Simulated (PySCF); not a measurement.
H3S, SMILES [SH3+], charge +1. Coordinates come from a B3LYP-D3(BJ)/def2-TZVPD optimisation. The isomer is the one that the SMILES or the coordinates give; other isomers of the formula were not compared.

TDA-LC-ωPBE/def2-TZVPD run with PySCF puts the lowest singlet excitations at 9.65, 9.65, 11.00, 11.67, 12.73, 12.73 eV.

What are the lowest excitation roots from PySCF 2.14.0 with ADC(3)/aug-cc-pVDZ? (An estimate is asked for; the answer gives what the named calculation found.)

9.80, 9.80, 10.52, 12.07, 12.98, 12.98 eV. S1 differs by 0.15 eV (second minus first; roots are paired by order, and the bases may differ).
